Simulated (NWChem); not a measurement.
System: CH5AlS; SMILES [CH3][AlH][SH]

Input file for NWChem:

```
start job
memory heap 200 mb stack 900 mb global 1100 mb
geometry units angstroms noautoz
  Al    -0.592659    -0.477482     0.130727
  H     -2.144225    -0.548029     0.448626
  C      0.585294    -2.043369     0.022942
  H      0.575572    -2.597236     0.971233
  H      1.627204    -1.795885    -0.207308
  H      0.229300    -2.739362    -0.748406
  S      0.154244     1.575696    -0.188818
  H      1.442302     1.235636    -0.419851
end
basis spherical
  * library def2-svp
end
dft
  xc xpbe96 cpbe96
  iterations 150
end
tddft
  cis
  nroots 8
  notriplet
end
task tddft energy
```

NWChem printed, in part:

```
             Northwest Computational Chemistry Package (NWChem) 7.3.0
             --------------------------------------------------------

 CS  symmetry detected

                             Geometry "geometry" -> ""
                             -------------------------

 Output coordinates in angstroms (scale by  1.889725989 to convert to a.u.)

  No.       Tag          Charge          X              Y              Z
 ---- ---------------- ---------- -------------- -------------- --------------
    1 Al                  13.0000    -0.60646014    -0.49410042     0.00000000
    2 H                    1.0000    -2.18924737    -0.58453448     0.00000000
    3 C                    6.0000     0.58903110    -2.05037600     0.00000000
    4 H                    1.0000     0.40011673    -2.67975116     0.87995201
    5 H                    1.0000     1.65272153    -1.78883744     0.00000000
    6 H                    1.0000     0.40011673    -2.67975116    -0.87995201
    7 S                   16.0000     0.16315460     1.57549039     0.00000000
    8 H                    1.0000     1.47561406     1.25058944     0.00000000

 Effective nuclear repulsion energy (a.u.)     127.3000674450

      Symmetry information
      --------------------

 Group name             Cs
 Group number              2
 Group order               2
 No. of unique centers     7

  pbe96 is a nonlocal functional; adding pw91lda local functional.

                                 NWChem DFT Module
                                 -----------------

 Summary of "ao basis" -> "ao basis" (spherical)
 ------------------------------------------------------------------------------
       Tag                 Description            Shells   Functions and Types
 ---------------- ------------------------------  ------  ---------------------
 Al                         def2-svp                 8       18   4s3p1d
 H                          def2-svp                 3        5   2s1p
 C                          def2-svp                 6       14   3s2p1d
 S                          def2-svp                 8       18   4s3p1d

      Symmetry analysis of basis
      --------------------------

        a'         53
        a"         22

            General Information
            -------------------
          SCF calculation type: DFT
          Wavefunction type:  closed shell.
          No. of atoms     :     8
          No. of electrons :    40
           Alpha electrons :    20
            Beta electrons :    20
          Charge           :     0
          Spin multiplicity:     1
          Use of symmetry is: off; symmetry adaption is: on
          Maximum number of iterations: 150
          AO basis - number of functions:    75
                     number of shells:    37
          Convergence on energy requested:  1.00D-06
          Convergence on density requested:  1.00D-05
          Convergence on gradient requested:  5.00D-04

              XC Information
              --------------
          PerdewBurkeErnzerhof Exchange Functional  1.000
            Perdew 1991 LDA Correlation Functional  1.000 local
           PerdewBurkeErnz. Correlation Functional  1.000 non-local

             Grid Information
             ----------------
          Grid used for XC integration:  medium
          Radial quadrature: Mura-Knowles
          Angular quadrature: Lebedev.
          Tag              B.-S. Rad. Rad. Pts. Rad. Cut. Ang. Pts.
          ---              ---------- --------- --------- ---------
          Al                  1.25       88           9.0       590
          H                   0.35       45          11.0       434
          C                   0.70       49          10.0       434
          S                   1.00       88          11.0       590
          Grid pruning is: on
          Number of quadrature shells:   450
          Spatial weights used:  Erf1

      Superposition of Atomic Density Guess
      -------------------------------------

 Sum of atomic energies:        -679.25994123

      Non-variational initial energy
      ------------------------------

 Total energy =    -680.276708
 1-e energy   =   -1191.710904
 2-e energy   =     384.134128
 HOMO         =      -0.335625
 LUMO         =       0.017664

      Symmetry analysis of molecular orbitals - initial
      -------------------------------------------------

  Numbering of irreducible representations:

     1 a'          2 a"

  Orbital symmetries:

     1 a'          2 a'          3 a'          4 a'          5 a'
     6 a'          7 a"          8 a'          9 a'         10 a'
    11 a"         12 a'         13 a'         14 a'         15 a'
    16 a"         17 a'         18 a'         19 a'         20 a"
    21 a"         22 a'         23 a'         24 a'         25 a'
    26 a"         27 a'         28 a'         29 a'         30 a'

 !! scf_movecs_sym_adapt:    5 vectors were symmetry contaminated

  Symmetry fudging

   convergence    iter        energy       DeltaE   RMS-Dens  Diis-err
 ---------------- ----- ----------------- --------- --------- ---------
 d= 0,ls=0.0,diis     1   -681.1308805354 -8.08D+02  1.18D-02  3.22D-01

 !! scf_movecs_sym_adapt:    5 vectors were symmetry contaminated

  Symmetry fudging
 d= 0,ls=0.0,diis     2   -681.1306692544  2.11D-04  8.52D-03  2.17D-01

 !! scf_movecs_sym_adapt:    2 vectors were symmetry contaminated

  Symmetry fudging
 d= 0,ls=0.0,diis     3   -681.1603957314 -2.97D-02  3.01D-03  4.73D-02
 d= 0,ls=0.0,diis     4   -681.1683261415 -7.93D-03  5.24D-04  1.13D-03
 d= 0,ls=0.0,diis     5   -681.1685111974 -1.85D-04  1.70D-04  8.67D-05
  Resetting Diis
 d= 0,ls=0.0,diis     6   -681.1685253636 -1.42D-05  5.16D-05  2.01D-05
 d= 0,ls=0.0,diis     7   -681.1685284530 -3.09D-06  2.39D-05  5.69D-07
 d= 0,ls=0.0,diis     8   -681.1685283617  9.14D-08  1.34D-05  1.11D-06
 d= 0,ls=0.0,diis     9   -681.1685285567 -1.95D-07  1.64D-06  1.67D-08

         Total DFT energy =     -681.168528556664
      One electron energy =    -1194.603739741896
           Coulomb energy =      437.354052439411
    Exchange-Corr. energy =      -51.218908699217
 Nuclear repulsion energy =      127.300067445039

 Numeric. integr. density =       40.000010479401

                  Occupations of the irreducible representations
                  ----------------------------------------------

[...]

                                NWChem TDDFT Module
                                -------------------

            General Information
            -------------------
           No. of orbitals :     150
            Alpha orbitals :      75
             Beta orbitals :      75
        Alpha frozen cores :       0
         Beta frozen cores :       0
     Alpha frozen virtuals :       0
      Beta frozen virtuals :       0
         Spin multiplicity :       1
    Number of AO functions :      75
        Use of symmetry is : off
      Symmetry adaption is : on
         Schwarz screening :  0.10D-07

              XC Information
              --------------
   PerdewBurkeErnzerhof Exchange Functional   1.00
     Perdew 1991 LDA Correlation Functional   1.00 local
    PerdewBurkeErnz. Correlation Functional   1.00 non-local

             TDDFT Information
             -----------------
          Calculation type : Tamm-Dancoff TDDFT
         Wavefunction type : Restricted singlets
          No. of electrons :      40
           Alpha electrons :      20
            Beta electrons :      20
              No. of roots :       8
          Max subspacesize :    5600
            Max iterations :     100
               Target root :       1
           Target symmetry : none
      Symmetry restriction : off
                 Algorithm : Optimal
        Davidson threshold :  0.10D-03

    8 smallest eigenvalue differences (eV)
--------------------------------------------------------
  No. Spin  Occ  Vir  Irrep   E(Occ)    E(Vir)   E(Diff)
--------------------------------------------------------
    1    1   20   21 a'       -0.232    -0.060     4.680
    2    1   19   21 a"       -0.253    -0.060     5.271
    3    1   18   21 a"       -0.265    -0.060     5.594
    4    1   20   22 a"       -0.232    -0.011     6.011
    5    1   20   23 a"       -0.232    -0.001     6.261
    6    1   19   22 a'       -0.253    -0.011     6.601
    7    1   19   23 a'       -0.253    -0.001     6.851
    8    1   18   22 a'       -0.265    -0.011     6.925
--------------------------------------------------------

  Entering Davidson iterations
  Restricted singlet excited states

  Iter   NTrls   NConv    DeltaV     DeltaE      Time
  ----  ------  ------  ---------  ---------  ---------
    1      8       0     0.13E+00   0.10+100        1.5
    2     16       0     0.72E-01   0.21E-01        1.5
    3     24       1     0.23E-01   0.11E-01        1.5
    4     31       4     0.43E-02   0.63E-03        1.4
    5     35       6     0.40E-02   0.11E-04        1.1
    6     37       6     0.66E-02   0.27E-04        0.8
    7     39       6     0.27E-02   0.18E-03        0.9
    8     41       7     0.23E-03   0.86E-05        0.9
    9     42       8     0.59E-04   0.56E-07        0.7
  ----  ------  ------  ---------  ---------  ---------
  Convergence criterion met

  Ground state a'       -681.168528556664 a.u.

  ----------------------------------------------------------------------------
  Root   1 singlet a"             0.197624837 a.u.                5.3776 eV
  ----------------------------------------------------------------------------
     Transition Moments    X  0.00000   Y  0.00000   Z  0.03956
     Dipole Oscillator Strength                    0.0002061738
     Electric Quadrupole                           0.0000001014
     Magnetic Dipole                               0.0000020539
     Total Oscillator Strength                     0.0002083291

     Occ.   19  a'  ---  Virt.   21  a"       0.99795
  ----------------------------------------------------------------------------
  Root   2 singlet a'             0.198245946 a.u.                5.3945 eV
  ----------------------------------------------------------------------------
     Transition Moments    X -0.36903   Y -0.71231   Z  0.00000
     Dipole Oscillator Strength                    0.0850575199
     Electric Quadrupole                           0.0000001294
     Magnetic Dipole                               0.0000000332
     Total Oscillator Strength                     0.0850576825

     Occ.   18  a'  ---  Virt.   22  a'      -0.17456
     Occ.   18  a'  ---  Virt.   23  a'       0.05507
     Occ.   18  a'  ---  Virt.   24  a'      -0.09758
     Occ.   19  a'  ---  Virt.   22  a'      -0.14089
     Occ.   19  a'  ---  Virt.   23  a'       0.08462
     Occ.   19  a'  ---  Virt.   24  a'      -0.08572
     Occ.   20  a"  ---  Virt.   21  a"      -0.95104
  ----------------------------------------------------------------------------
  Root   3 singlet a"             0.210041617 a.u.                5.7155 eV
  ----------------------------------------------------------------------------
     Transition Moments    X  0.00000   Y  0.00000   Z  0.10825
     Dipole Oscillator Strength                    0.0016408766
     Electric Quadrupole                           0.0000001998
     Magnetic Dipole                               0.0000029553
     Total Oscillator Strength                     0.0016440317

     Occ.   18  a'  ---  Virt.   21  a"      -0.99386
     Occ.   20  a"  ---  Virt.   23  a'       0.08494
  ----------------------------------------------------------------------------
  Root   4 singlet a"             0.225497290 a.u.                6.1361 eV
  ----------------------------------------------------------------------------
     Transition Moments    X -0.00000   Y -0.00000   Z -0.60548
     Dipole Oscillator Strength                    0.0551123808
     Electric Quadrupole                           0.0000000431
     Magnetic Dipole                               0.0000004156
     Total Oscillator Strength                     0.0551128395

     Occ.   17  a'  ---  Virt.   21  a"      -0.08521
     Occ.   20  a"  ---  Virt.   22  a'       0.96500
     Occ.   20  a"  ---  Virt.   23  a'      -0.23222
     Occ.   20  a"  ---  Virt.   24  a'      -0.06347
  ----------------------------------------------------------------------------
  Root   5 singlet a"             0.237972093 a.u.                6.4756 eV
  ----------------------------------------------------------------------------
     Transition Moments    X -0.00000   Y -0.00000   Z -0.13395
     Dipole Oscillator Strength                    0.0028465505
     Electric Quadrupole                           0.0000000309
     Magnetic Dipole                               0.0000002116
     Total Oscillator Strength                     0.0028467930

     Occ.   18  a'  ---  Virt.   21  a"       0.09128
     Occ.   20  a"  ---  Virt.   22  a'       0.23395
     Occ.   20  a"  ---  Virt.   23  a'       0.96343
  ----------------------------------------------------------------------------
  Root   6 singlet a'             0.250939605 a.u.                6.8284 eV
  ----------------------------------------------------------------------------
     Transition Moments    X  0.17223   Y -0.24188   Z  0.00000
     Dipole Oscillator Strength                    0.0147498773
     Electric Quadrupole                           0.0000000286
     Magnetic Dipole                               0.0000009693
     Total Oscillator Strength                     0.0147508752

     Occ.   17  a'  ---  Virt.   23  a'       0.05210
     Occ.   18  a'  ---  Virt.   22  a'      -0.06669
     Occ.   18  a'  ---  Virt.   23  a'      -0.14818
     Occ.   19  a'  ---  Virt.   22  a'       0.78296
     Occ.   19  a'  ---  Virt.   23  a'       0.58893
     Occ.   20  a"  ---  Virt.   21  a"      -0.05287
  ----------------------------------------------------------------------------
  Root   7 singlet a'             0.269958955 a.u.                7.3460 eV
  ----------------------------------------------------------------------------
     Transition Moments    X  0.10644   Y -1.04937   Z  0.00000
     Dipole Oscillator Strength                    0.2002200858
     Electric Quadrupole                           0.0000003107
     Magnetic Dipole                               0.0000001279
     Total Oscillator Strength                     0.2002205244

     Occ.   16  a"  ---  Virt.   21  a"      -0.09276
     Occ.   18  a'  ---  Virt.   22  a'       0.40335
     Occ.   18  a'  ---  Virt.   24  a'      -0.30210
     Occ.   19  a'  ---  Virt.   22  a'       0.47622
     Occ.   19  a'  ---  Virt.   23  a'      -0.63242
     Occ.   19  a'  ---  Virt.   24  a'      -0.23934
     Occ.   19  a'  ---  Virt.   26  a'      -0.12578
     Occ.   20  a"  ---  Virt.   21  a"      -0.13677
  ----------------------------------------------------------------------------
  Root   8 singlet a'             0.270807942 a.u.                7.3691 eV
  ----------------------------------------------------------------------------
     Transition Moments    X  0.38044   Y  0.09035   Z  0.00000
     Dipole Oscillator Strength                    0.0276037647
     Electric Quadrupole                           0.0000005824
     Magnetic Dipole                               0.0000000225
     Total Oscillator Strength                     0.0276043696

     Occ.   16  a"  ---  Virt.   21  a"      -0.09410
     Occ.   18  a'  ---  Virt.   22  a'      -0.78266
     Occ.   18  a'  ---  Virt.   23  a'      -0.35425
     Occ.   18  a'  ---  Virt.   25  a'      -0.17033
     Occ.   19  a'  ---  Virt.   22  a'       0.16349
     Occ.   19  a'  ---  Virt.   23  a'      -0.40519
     Occ.   19  a'  ---  Virt.   24  a'       0.07971
     Occ.   19  a'  ---  Virt.   25  a'       0.11526

[...]
```

Level: PBE/def2-SVP, TDA. All runs use the structure optimised with B3LYP/6-31G* (spherical d).
